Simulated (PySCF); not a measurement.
A structure optimised at PBE-D3(BJ)/def2-SVP, used in a PySCF frequency run:

```xyz
14

O      2.7719     1.0147     0.9909
Si     2.4671    -0.3729     0.0896
C      0.6717    -0.6207    -0.1860
C     -0.5391    -0.7714    -0.3720
C     -1.9692    -0.8918    -0.5672
Si    -2.8748     0.7296    -0.0889
H      2.3295     1.8139     0.6552
H      3.0307    -1.4979     0.8997
H      3.1310    -0.3260    -1.2618
H     -2.3897    -1.7175     0.0483
H     -2.2122    -1.1250    -1.6274
H     -2.6192     1.0378     1.3580
H     -4.3517     0.5520    -0.3157
H     -2.3666     1.8550    -0.9436
```

Problem. Write its SMILES and formula.

Solution. O[SiH2]C#CC[SiH3], C3H8OSi2

Problem. What are its rotational constants (standard atomic weights)?

Solution. 5.4830, 0.75832, 0.68152 GHz
